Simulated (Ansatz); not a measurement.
Molecular dynamics of Si

Input file:

```yaml
crystal:
  lattice:
    - [0.0, 5.43, 5.43]
    - [5.43, 0.0, 5.43]
    - [5.43, 5.43, 0.0]
  atoms:
    - { symbol: Si, position: [-0.02249326, -0.0324342, 0.03507165] }
    - { symbol: Si, position: [0.1162284, 0.08254452, 0.1565775] }
    - { symbol: Si, position: [-0.03061196, -0.01304884, 0.52893098] }
    - { symbol: Si, position: [0.08723295, 0.083951, 0.68160007] }
    - { symbol: Si, position: [0.02327577, 0.46277308, 0.01663142] }
    - { symbol: Si, position: [0.09004511, 0.59942124, 0.18847097] }
    - { symbol: Si, position: [-0.03838135, 0.45492939, 0.5498868] }
    - { symbol: Si, position: [0.08569925, 0.605933, 0.66388467] }
    - { symbol: Si, position: [0.48882578, 0.00090017, -0.00047214] }
    - { symbol: Si, position: [0.60689289, 0.07197782, 0.20291] }
    - { symbol: Si, position: [0.47544501, -0.04412147, 0.58160625] }
    - { symbol: Si, position: [0.59328004, 0.14700697, 0.63630324] }
    - { symbol: Si, position: [0.45619013, 0.45488096, 0.07825617] }
    - { symbol: Si, position: [0.72388054, 0.64719715, 0.265742] }
    - { symbol: Si, position: [0.45528574, 0.51662894, 0.48731103] }
    - { symbol: Si, position: [0.58557818, 0.57199671, 0.6857414] }
    - { symbol: Si, position: [0.68447396, 0.66282208, 0.92403662] }
basis:
  ecutwfc: 420.0
kpoints:
  mp_grid: { grid: [2, 2, 2] }
hamiltonian:
  xc: lda
  pseudopotentials: { kind: paw, azcp: { folder: soft_1 } }
scf:
  occupations: { method: fermi_dirac, width: 0.02 }
  lower_state_search: "off"
  convergence: { dr2_threshold: 0.1 }
  max_iter: 66
md:
  timestep: 3.0
  n_steps: 200
  ensemble: nve
  temperature: 840.0
  initial_velocities: maxwell_boltzmann
  seed: 730794
```

Run as:

```bash
$ ansatz run input.yaml --threads 1 --pin off --max-ram 3072MiB --backend cpu --events-out ev --progress --plain --runs-dir out
```

It goes on from the last frame of an earlier run, with new velocities.

Output, in part (warnings, step lines):

```
WARN: F and its Harris–Foulkes estimate disagree by 1.69e-2 eV at the final density (on a DFT+U run the figure also counts the on-site term, by absolute value) — the energy may not be reliable. Consider tightening scf.convergence.
WARN: F and its Harris–Foulkes estimate disagree by 1.23e-2 eV at the final density (on a DFT+U run the figure also counts the on-site term, by absolute value) — the energy may not be reliable. Consider tightening scf.convergence.
WARN: F and its Harris–Foulkes estimate disagree by 1.11e-2 eV at the final density (on a DFT+U run the figure also counts the on-site term, by absolute value) — the energy may not be reliable. Consider tightening scf.convergence.
md step     0: t =     0.00 fs  T =   840.0 K  F+E_penalty+E_count = -10342.18098766 eV  E_kin = 1.737254 eV  conserved = -10340.44373328 eV  (4 SCF iters)
md step     1: t =     3.00 fs  T =   876.3 K  F+E_penalty+E_count = -10342.25410230 eV  E_kin = 1.812301 eV  conserved = -10340.44180114 eV  (2 SCF iters)
md step     2: t =     6.00 fs  T =   882.2 K  F+E_penalty+E_count = -10342.25862506 eV  E_kin = 1.824430 eV  conserved = -10340.43419456 eV  (2 SCF iters)
md step     3: t =     9.00 fs  T =   861.1 K  F+E_penalty+E_count = -10342.20518710 eV  E_kin = 1.780918 eV  conserved = -10340.42426936 eV  (2 SCF iters)
md step     4: t =    12.00 fs  T =   825.4 K  F+E_penalty+E_count = -10342.12116339 eV  E_kin = 1.707029 eV  conserved = -10340.41413410 eV  (2 SCF iters)
md step     5: t =    15.00 fs  T =   786.8 K  F+E_penalty+E_count = -10342.03643117 eV  E_kin = 1.627310 eV  conserved = -10340.40912087 eV  (2 SCF iters)
md step     6: t =    18.00 fs  T =   752.3 K  F+E_penalty+E_count = -10341.96396741 eV  E_kin = 1.555957 eV  conserved = -10340.40801076 eV  (2 SCF iters)
md step     7: t =    21.00 fs  T =   725.7 K  F+E_penalty+E_count = -10341.91072163 eV  E_kin = 1.500788 eV  conserved = -10340.40993348 eV  (2 SCF iters)
[... lines left out ...]
md step   199: t =   597.00 fs  T =   782.4 K  F+E_penalty+E_count = -10341.56602452 eV  E_kin = 1.618037 eV  conserved = -10339.94798707 eV  (2 SCF iters)
md step   200: t =   600.00 fs  T =   895.8 K  F+E_penalty+E_count = -10341.79711800 eV  E_kin = 1.852719 eV  conserved = -10339.94439873 eV  (2 SCF iters)
```

The steps, from the saved trajectory:

| time (fs) | T (K) | potential energy less start (eV) | conserved less start (meV/atom) |
| --- | --- | --- | --- |
| 0.0 | 840 | 0.000 | 0.00 |
| 18.0 | 752 | 0.217 | 2.10 |
| 36.0 | 746 | 0.236 | 2.46 |
| 54.0 | 526 | 0.691 | 2.49 |
| 72.0 | 628 | 0.498 | 3.47 |
| 90.0 | 644 | 0.467 | 3.56 |
| 108.0 | 571 | 0.627 | 4.12 |
| 126.0 | 611 | 0.583 | 6.43 |
| 144.0 | 513 | 0.787 | 6.57 |
| 162.0 | 459 | 0.922 | 7.93 |
| 180.0 | 498 | 0.850 | 8.45 |
| 198.0 | 606 | 0.636 | 8.90 |
| 216.0 | 638 | 0.598 | 10.62 |
| 234.0 | 484 | 0.917 | 10.67 |
| 252.0 | 668 | 0.558 | 11.94 |
| 270.0 | 540 | 0.836 | 12.64 |
| 288.0 | 677 | 0.557 | 12.91 |
| 306.0 | 809 | 0.327 | 15.42 |
| 324.0 | 731 | 0.489 | 15.47 |
| 342.0 | 691 | 0.599 | 17.06 |
| 360.0 | 962 | 0.044 | 17.47 |
| 378.0 | 737 | 0.538 | 19.07 |
| 396.0 | 773 | 0.491 | 20.76 |
| 414.0 | 732 | 0.575 | 20.66 |
| 432.0 | 810 | 0.439 | 22.19 |
| 450.0 | 642 | 0.802 | 23.05 |
| 468.0 | 640 | 0.812 | 23.39 |
| 486.0 | 835 | 0.432 | 24.87 |
| 504.0 | 554 | 1.021 | 25.26 |
| 522.0 | 845 | 0.431 | 25.90 |
| 540.0 | 743 | 0.645 | 26.12 |
| 558.0 | 638 | 0.878 | 27.11 |
| 576.0 | 805 | 0.562 | 28.86 |
| 594.0 | 687 | 0.810 | 29.05 |

All steps were run. The conserved energy wandered by up to 29.4 meV per atom (net 29.4 meV per atom), which is poor conservation. A run of 0.6 ps of so small a system gives no equilibrium averages. The SCF threshold is loose, so the forces are noisy. Limits of this set-up: coarse k mesh, PAW files made for another functional.

Mean squared displacements from the first frame to the last, about the centre of mass: Si 0.11 Å².

Last frame:

```xyz
17
Lattice="0.0000 5.4300 5.4300 5.4300 0.0000 5.4300 5.4300 5.4300 0.0000" Properties=species:S:1:pos:R:3
Si 0.056 -0.081 -0.117
Si 1.304 1.480 1.176
Si 2.583 2.720 -0.213
Si 3.989 4.006 1.108
Si 2.943 0.203 2.470
Si 4.129 1.391 3.981
Si 5.581 2.742 2.362
Si 6.811 4.123 3.879
Si 0.308 2.804 2.567
Si 1.392 4.359 3.753
Si 2.622 5.603 2.300
Si 3.918 6.812 3.838
Si 2.962 3.051 5.060
Si 5.086 4.906 7.044
Si 5.583 5.718 4.987
Si 6.812 7.033 6.286
Si 8.838 8.634 7.369
```

The run took 4 min on 1 thread of Intel(R) Xeon(R) Platinum 8559C (Emerald Rapids) (shared host), peak memory 0.57 GiB.
